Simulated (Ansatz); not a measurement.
Start from `[Br][Al]1[CH2]O[CH2]1` and change one atom or group to get `[CH2]1O[CH2][AlH]1`.

Ansatz, PBE0-D4/def2-TZVP geometries, multiplicity 1. 

Scalar relativity is left out up to krypton.

```csv
property,`[Br][Al]1[CH2]O[CH2]1`
HOMO energy (ωB97M-V/def2-TZVPP) / eV,-9.84
LUMO energy (ωB97M-V/def2-TZVPP) / eV,0.44
HOMO energy (B3LYP/def2-TZVPP) / eV,-7.22
LUMO energy (PBE0/def2-TZVPP) / eV,-1.20
HOMO–LUMO gap (PBE0/def2-TZVPP) / eV,6.27
HOMO–LUMO gap (PBE/def2-TZVPP) / eV,3.96
```

Give the same properties after the change, and the shifts. (An estimate is asked.)

Ansatz gave: 
```
                             property  `[CH2]1O[CH2][AlH]1`  shift
HOMO energy (ωB97M-V/def2-TZVPP) / eV                 -9.34   0.50
LUMO energy (ωB97M-V/def2-TZVPP) / eV                  0.22  -0.22
  HOMO energy (B3LYP/def2-TZVPP) / eV                 -6.83   0.39
   LUMO energy (PBE0/def2-TZVPP) / eV                 -1.35  -0.15
 HOMO–LUMO gap (PBE0/def2-TZVPP) / eV                  5.74  -0.53
  HOMO–LUMO gap (PBE/def2-TZVPP) / eV                  3.42  -0.54
```

With PBE0 the HOMO rises by 0.38 eV and the LUMO falls by 0.15 eV, so the gap narrows by about 0.53 eV. PBE moves the HOMO by 0.37 eV and ωB97M-V by 0.50 eV.

B3LYP here is the variant with VWN-RPA as its local correlation; programs differ in this.

Spin–orbit coupling is left out; it splits and shifts lone-pair levels of the heavy atoms by tenths of an eV.
